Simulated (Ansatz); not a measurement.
Two isomers of C2H7ClOSi: A = `CO[SiH](C)Cl`, B = `CC(Cl)[SiH2]O`.

Program: Ansatz. Geometries: PBE0-D4/def2-TZVP. ΔE: electronic, gas phase. CBS: MP2 limit from def2 TZ/QZ plus the TZ coupled-cluster correction, frozen cores. Functionals use def2-TZVPP. B3LYP here is the variant with VWN-RPA as its local correlation; programs differ in this. One conformer a species, not always the lowest.

Task: Which is lower in electronic energy at CCSD(T)/CBS, and by how much? (Best estimate.)

Result: Computed: A, by 30.2 kcal/mol.

Task: Give E(B) − E(A) in kcal/mol with CCSD(T)/def2-SVP, B3LYP-D4, MP2/def2-TZVPP, ωB97M-V, BLYP-D4, LDA (SPW92), B2PLYP. (Best estimate.)

Result: Ansatz gave: CCSD(T)/def2-SVP 30.6, B3LYP-D4 31.7, MP2/def2-TZVPP 30.4, ωB97M-V 31.4, BLYP-D4 30.7, LDA (SPW92) 28.8, B2PLYP 31.6. None reverses the order clearly.

Task: Does the order hold for the free energy at 298.15 K (harmonic terms from PBE0-D4)? (Best estimate.)

Result: Computed: Yes: G(B) − G(A) = +29.5 kcal/mol, for one conformer each.

Largest T1 diagnostic: 0.010.

From BLYP to BHLYP (50 % exact exchange), in def2-TZVPP and without D4, E(B) − E(A) moves by +1.9 kcal/mol. Leaving LDA and LC-ωPBE aside and taking each functional with its dispersion term where it has one, the values, not all of them listed here, spread over 3.8 kcal/mol, from revPBE-D4 to B97M-V. LDA lies −1.1 kcal/mol from PBE without D4.
